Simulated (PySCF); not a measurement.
C₆ coefficients of unlike pairs at PBE

Calculated with PySCF 2.14 from the dipole response of each species, C₆(A,B) = (3/π) ∫ α_A(iu) α_B(iu) du, in atomic units, from isotropic polarisabilities. For ions this is the dispersion term alone; charge-induced terms of lower order in 1/R come first.

| species | configuration | basis | relativity | α (bohr³) | C₆ (like pair) |
| --- | --- | --- | --- | --- | --- |
| V³⁺ | [Ar] 3d2 (3F) | def2-QZVPPD (11s6p5d3f2g) | none | 2.256 | 5.716 |
| Sc | [Ar] 3d1 4s2 (2D) | aug-cc-pVDZ-DK (7s6p4d2f) | spin-free X2C | 123.5 | 1499 |
| Al³⁺ | [Ne] (1S) | aug-cc-pVDZ-DK (5s4p2d) | spin-free X2C | 0.05856 | 0.008244 |

Question: Estimate C₆ for Al³⁺ with Sc.

Answer: The integral gives 1.555. The combination rule 2 C_A C_B / (C_A α_B/α_A + C_B α_A/α_B) gives 1.365 and the geometric mean 3.515.

No spin-orbit coupling is included.

The other pairs:

| pair | C₆ |
| --- | --- |
| Al³⁺, V³⁺ | 0.2077 |
| Sc, V³⁺ | 54.61 |
